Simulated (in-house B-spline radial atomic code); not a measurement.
Ionising Co+ with different functionals

Computed with a radial B-spline atomic code at the basis-set limit: four-component Dirac-Coulomb Hamiltonian, Fermi nucleus of rms radius 3.7875 fm, spin-restricted, spherical fractional occupations for the functionals, and exact exchange of hybrids averaged over the configuration. The ionisation energy is the difference of two self-consistent energies, [Ar] 3d8 → [Ar] 3d7, without Breit or QED terms; ε is the level of the shell that loses the electron (mean over j). The electron is taken from both j subshells in proportion to 2j + 1, so the result is a j average, not the step between ground levels.

```
   method                    rung  ΔSCF (eV)  -ε(3d) (eV)
    B3LYP           global hybrid          ?            ?
BHandHLYP           global hybrid      18.10        16.33
     PBE0           global hybrid          ?            ?
    HSE06  range-separated hybrid      18.69        13.82
```

Q: What does PBE0 give?

A: ΔSCF 18.68 eV, and -ε(3d) = 14.22 eV.

Q: What does B3LYP give?

A: ΔSCF 19.03 eV, and -ε(3d) = 14.04 eV.

Q: Among the functionals, which spreads more, the ΔSCF values or the orbital energies?

A: The orbital energies: ΔSCF values span about 0.92 eV and the orbital energies 2.51 eV.

Q: How do they compare with the NIST value?

A: NIST lists 17.084 eV ± 0.0012 (measured, ground level to ground level). Errors run from +1.02 to +1.94 eV. The correlated functionals all miss on the same side by more than they spread, so the cause is common to them (Breit-QED terms, spin polarisation, the choice among j levels, multiplet and fine-structure energies, or a listed next ion that isn't the cheapest removal here) and closeness doesn't rank the functionals.
